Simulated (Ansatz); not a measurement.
BGeH5 (`[BH2][GeH3]`). Charge 0, multiplicity 1. The geometry is a stationary point of PBE0-D4/def2-TZVP.

```xyz
7

B    -0.454   -0.409   -1.080
Ge    0.321    0.294    0.690
H    -1.262   -1.288   -1.053
H    -0.128    0.028   -2.142
H    -0.822    0.816    1.585
H     0.990   -0.862    1.460
H     1.356    1.422    0.540
```

Task: What is the dipole moment at ωB97M-V/def2-TZVPP? (An estimate is asked.)

Result: Computed: 0.52 D, with components (-0.17, -0.15, -0.47) D in this frame, pointing from negative to positive charge.

Task: And with PBE, r2SCAN, B3LYP? (Estimate.)

Result: The calculation gave: PBE 0.39 D, r2SCAN 0.46 D, B3LYP 0.51 D.

Task: Give the Mulliken charges with ωB97M-V, B3LYP, r2SCAN in def2-TZVPP. (Estimate.)

Result: Ansatz gave: 
```
atom  ωB97M-V  B3LYP  r2SCAN
  B1    -0.13  -0.05   -0.03
 Ge2    -0.07  -0.02    0.05
  H3     0.09   0.06    0.02
  H4     0.09   0.06    0.02
  H5     0.00  -0.02   -0.02
  H6     0.00  -0.02   -0.02
  H7     0.01  -0.02   -0.02
```

B3LYP here is the variant with VWN-RPA as its local correlation; programs differ in this.
